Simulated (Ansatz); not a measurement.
Two isomers of CH7ClSiSn: A = `C[SiH](Cl)[SnH3]`, B = `[CH3][SnH]([SiH3])[Cl]`.

Calculated with Ansatz (gas phase, PBE0-D4/def2-TZVP geometries, no zero-point term in ΔE). CCSD(T)/CBS is the MP2 limit (def2-TZVPP, def2-QZVPP) plus CCSD(T) − MP2 in def2-TZVPP, frozen cores. DFT in def2-TZVPP. B3LYP here is the variant with VWN-RPA as its local correlation; programs differ in this. def2 core potentials past Kr. For Sn outer-core shells are correlated without core-valence functions, which leaves a few kJ/mol of doubt a bond.

Question: Which isomer does CCSD(T)/CBS put lower? Give the gap. (Estimate.)

Answer: Ansatz gave: A, by 1.0 kcal/mol.

Question: Give E(B) − E(A) in kcal/mol with PBE0-D4, ωB97M-V, HF/def2-TZVPP, PBE-D4, B3LYP-D4, LDA (SPW92), B2PLYP. (Estimate.)

Answer: The calculation gave: PBE0-D4 3.5, ωB97M-V 3.7, HF/def2-TZVPP 0.7, PBE-D4 3.1, B3LYP-D4 2.1, LDA (SPW92) 6.3, B2PLYP 1.7. None reverses the order clearly.

Question: Does the order hold for the free energy at 298.15 K (harmonic terms from PBE0-D4)? (Best estimate.)

Answer: The calculation gave: Yes: G(B) − G(A) = +1.2 kcal/mol.

Largest T1 diagnostic: 0.012.

In def2-TZVPP, CCSD(T) changes the Hartree–Fock value by +1.7 kcal/mol (the triples alone add +0.0 kcal/mol) and MP2 by +1.5 kcal/mol. Leaving LDA and LC-ωPBE aside and taking each functional with its dispersion term where it has one, the values, not all of them listed here, spread over 3.7 kcal/mol, from BLYP-D4 to B97M-V. LDA lies +3.6 kcal/mol from PBE without D4.
